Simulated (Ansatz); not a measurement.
Basis sets compared for CdMeBr (CH3BrCd). Charge 0, multiplicity 1. Geometry PBE0-D4/def2-TZVP. Ansatz on 4 threads of Intel Xeon Platinum 8488C on a shared host; times are rough, and most runs start from earlier orbitals.

```
atom    x (Å)    y (Å)    z (Å)
 Cd1  -0.3545   1.0516  -0.3940
  C2   0.2768  -0.8233   0.3104
  H3  -0.1916  -1.0292   1.2725
  H4   1.3601  -0.8221   0.4279
  H5  -0.0090  -1.5951  -0.4039
 Br6  -1.0818   3.2181  -1.2129
```

In the def2 sets Cd takes a core potential; there is no spin–orbit coupling.

Binding counts from free atoms (Cd singlet, C triplet, H doublet, Br doublet) in the same basis, without a counterpoise term.

| level | functions | energy (Eh) | HOMO (eV) | LUMO (eV) | binding per atom (eV) | wall time |
| --- | --- | --- | --- | --- | --- | --- |
| PBE-D4/def2-SVP | 92 | -2781.0596 | -6.48 | -1.57 | 2.99 | 0.8 s |
| PBE-D4/def2-TZVP | 137 | -2781.4603 | -6.64 | -1.75 | 2.97 | 0.95 s |
| r2SCAN-D4/def2-TZVP (with forces) | 137 | -2781.9177 | -6.95 | -1.47 | 2.98 | 2.2 s |
| PBE0-D4/def2-SVP | 92 | -2781.1509 | -7.75 | -0.76 | 2.98 | 1.3 s |
| PBE0-D4/def2-TZVP | 137 | -2781.5479 | -7.89 | -0.93 | 2.96 | 1.7 s |

Estimate the rows for PBE-D4/def2-TZVPD, r2SCAN-D4/def2-TZVPD, PBE0-D4/def2-TZVPD.


| level | functions | energy (Eh) | HOMO (eV) | LUMO (eV) | binding per atom (eV) | wall time |
| --- | --- | --- | --- | --- | --- | --- |
| PBE-D4/def2-TZVPD | 161 | -2781.4612 | -6.68 | -1.81 | 2.98 | 1.6 s |
| r2SCAN-D4/def2-TZVPD | 161 | -2781.9183 | -6.97 | -1.51 | 2.98 | 2.5 s |
| PBE0-D4/def2-TZVPD | 161 | -2781.5486 | -7.91 | -1.00 | 2.96 | 1.8 s |
